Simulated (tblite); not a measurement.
C₅H₆NS (doublet state).
Cartesian coordinates in Å at the GFN2-xTB level; atoms count from 1:
```
atom  x, y, z in Å
N1     3.677    0.425    0.070
C2     2.519    0.417    0.024
C3     1.154    0.378   -0.024
C4     0.321   -0.746    0.508
C5    -1.018   -0.655   -0.220
C6    -1.359    0.825   -0.293
S7     0.217    1.671   -0.686
H8     0.816   -1.706    0.350
H9     0.174   -0.620    1.589
H10   -0.913   -1.058   -1.229
H11   -1.801   -1.210    0.297
H12   -2.081    1.069   -1.069
H13   -1.709    1.211    0.665
```

Computed values, GFN2-xTB/tblite, gas phase, harmonic and unscaled. Against measured fundamentals such values can be off by several per cent, at times by over 20. One conformer, not necessarily the lowest. Open shells enter through the occupations alone, without spin polarisation, and single modes of such species can be off by tens of per cent.

Harmonic wavenumbers (cm⁻¹): 77.3, 143.9, 204.5, 254.5, 403.0, 432.0, 502.6, 529.1, 664.7, 692.7, 853.9, 858.8, 965.4, 1004.5, 1054.7, 1066.3, 1106.2, 1151.8, 1191.2, 1236.2, 1264.6, 1315.2, 1333.0, 1446.0, 1460.4, 1478.4, 2251.1, 2895.5, 2974.8, 2985.2, 2991.5, 3004.1, 3026.3.

A = 4506, B = 1718, C = 1293 MHz; mass 112.022 u (most abundant isotopes); point group C1, symmetry number 1; spin multiplicity 2.

What is the zero-point energy?

½Σν̃ = 21410 cm⁻¹ = 61.21 kcal/mol.

Give the ideal-gas entropy at 200 K and 1 bar in the rigid-rotor, harmonic-oscillator model (classical rotation).

Translation 38.10, rotation 26.67, vibration 9.22, spin (R ln 2) 1.38: S = 75.4 cal/(mol K).

And Cp and H(200 K) − H(0)?

Cp = 19.78 cal/(mol K), of which vibrations give 11.83 (their classical limit is 33 R = 65.6); H(200 K) − H(0) = 2.68 kcal/mol without the zero-point energy, 1.09 from vibrations.

Which modes carry the vibrational entropy at 200 K?

77.3 cm⁻¹: 3.18; 143.9 cm⁻¹: 2.00; 204.5 cm⁻¹: 1.39; 254.5 cm⁻¹: 1.04; 403.0 cm⁻¹: 0.45; 432.0 cm⁻¹: 0.38 cal/(mol K); the other 27 give 0.78 together.

Blend soft modes into free rotors: weight 1/[1 + (100 cm⁻¹/ν̃)⁴] for the oscillator and the rest for a rotor with moment μB/(μ + B), μ = h/(8π²ν), B = 10⁻⁴⁴ kg m². What vibrational entropy results?

8.93 cal/(mol K) in place of 9.22, which changes −T·S at 200 K by +0.06 kcal/mol.

What must be added to the electronic energy to get the Gibbs energy at 200 K and 1 bar?

ZPE + [H(200 K) − H(0)] − T·S = 61.21 + 2.68 − 15.07 = 48.82 kcal/mol.

How do the functions run with temperature in this model?

```csv
T (K),S (cal/(mol K)),Cp (cal/(mol K)),H − H(0) (kcal/mol),G − H(0) (kcal/mol),ln q(vib)
150,70.2,16.5,1.77,-8.76,1.23
250,80.2,23.2,3.75,-16.29,2.60
298.15,84.5,26.6,4.95,-20.25,3.29
400,93.3,33.5,8.02,-29.31,4.82
600,109.0,44.1,15.84,-49.58,7.90
900,129.0,54.0,30.68,-85.39,12.44
```

q(vib) and H(0) count from the zero-point level.

Hindered rotation and anharmonicity are outside this model. Other conformers, if any are populated, would add a mixing term that is left out. The structure is chiral; the term R ln 2 for an equal mix with its mirror image is left out.
